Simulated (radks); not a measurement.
Task: Ionisation ladder of niobium, from Nb22+ to Nb40+. Each ion is in the ground configuration listed by NIST, and IE = E(next ion) - E(this ion), with E = 0 for the bare nucleus. Calculated with a radial shooting solver on a logarithmic mesh with Libxc functionals: Dirac Kohn-Sham, PBE, spin-unpolarised, spherical densities, finite nucleus; open shells fill j = l - 1/2 first; Fermi nuclear charge, rms radius 4.324 fm.

species  configuration  IE, Delta-SCF (eV)  -e(HOMO) (eV)   HOMO
Nb22+         [Ar] 3d1              1000.9         968.95  3d3/2
Nb23+             [Ar]                   ?         1149.6  3p3/2
Nb24+     [Ne] 3s2 3p5                   ?         1207.8  3p3/2
Nb25+     [Ne] 3s2 3p4              1296.3         1266.6  3p3/2
Nb26+     [Ne] 3s2 3p3              1356.0         1326.0  3p3/2
Nb27+     [Ne] 3s2 3p2                   ?         1409.1  3p1/2
Nb28+     [Ne] 3s2 3p1              1501.4         1470.6  3p1/2
Nb29+         [Ne] 3s2              1628.7         1599.5  3s1/2
Nb30+         [Ne] 3s1              1687.3         1657.9  3s1/2
Nb31+             [Ne]              4021.9         3937.1  2p3/2
Nb32+     [He] 2s2 2p5                   ?         4107.1  2p3/2
Nb33+     [He] 2s2 2p4              4366.3         4279.3  2p3/2
Nb34+     [He] 2s2 2p3              4541.5         4453.6  2p3/2
Nb35+     [He] 2s2 2p2              4831.5         4740.1  2p1/2
Nb36+     [He] 2s2 2p1              5014.8         4923.0  2p1/2
Nb37+         [He] 2s2              5278.2         5203.2  2s1/2
Nb38+         [He] 2s1              5424.2         5352.5  2s1/2
Nb39+             [He]               22743          22423  1s1/2
Nb40+              1s1               23341          23058  1s1/2

Estimate the withheld Delta-SCF values.

Result: Nb23+: 1178.6 eV (NIST 1176); Nb24+: 1237.1 eV (NIST 1231); Nb27+: 1439.8 eV (NIST 1439); Nb32+: 4193.0 eV (NIST 4187).

Beside tabulated values, note that spin-unpolarised runs miss the spin-polarisation part of the exchange energy of open shells.
